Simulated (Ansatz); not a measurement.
Stepwise reaction of `[F][Ti]([F])([Br])[Br]` with hydrogen chloride, as a gas-phase model of exchange steps in deposition or etching. ΔE in kJ/mol; ΔG adds harmonic PBE0-D4 terms to CCSD(T)/CBS, at 1 bar.

Calculated with Ansatz (gas phase, PBE0-D4/def2-TZVP geometries, no zero-point term in ΔE). CCSD(T)/CBS is the MP2 limit (def2-TZVPP, def2-QZVPP) plus CCSD(T) − MP2 in def2-TZVPP, frozen cores. This one scheme is used for every species. DFT in def2-TZVPP. B3LYP here is the variant with VWN-RPA as its local correlation; programs differ in this. For Br, Ti outer-core shells are correlated without core-valence functions, which leaves a few kJ/mol of doubt a bond. Scalar relativity is left out up to krypton.

```json
{"step": "1", "reaction": "`[F][Ti]([F])([Br])[Br]` + HCl → `[F][Ti]([F])([Cl])[Br]` + HBr", "PBE-D4": "0.8", "B3LYP-D4": "0.0", "ωB97M-V": "-1.4", "CCSD(T)/CBS": "3.5", "ΔG(500 K)": "-0.9"}
{"step": "2", "reaction": "`[F][Ti]([F])([Cl])[Br]` + HCl → `[F][Ti]([F])([Cl])[Cl]` + HBr", "PBE-D4": "0.7", "B3LYP-D4": "-0.1", "ωB97M-V": "-1.4", "CCSD(T)/CBS": "3.3", "ΔG(500 K)": "4.6"}
```

Problem. By hand: ΔE of the 2 steps together at CCSD(T)/CBS.

Solution. (3.5) + (3.3) = 6.8 kJ/mol, or 3.4 kJ/mol a step.

In ΔE the steps differ by no more than 0.2 kJ/mol. ΔG lies between -0.9 and 4.6 kJ/mol a step. PBE-D4 differs from CCSD(T)/CBS by -2.7 to -2.6 kJ/mol a step. Isolated molecules leave out the surface, adducts and barriers. Largest T1 diagnostic: 0.024.
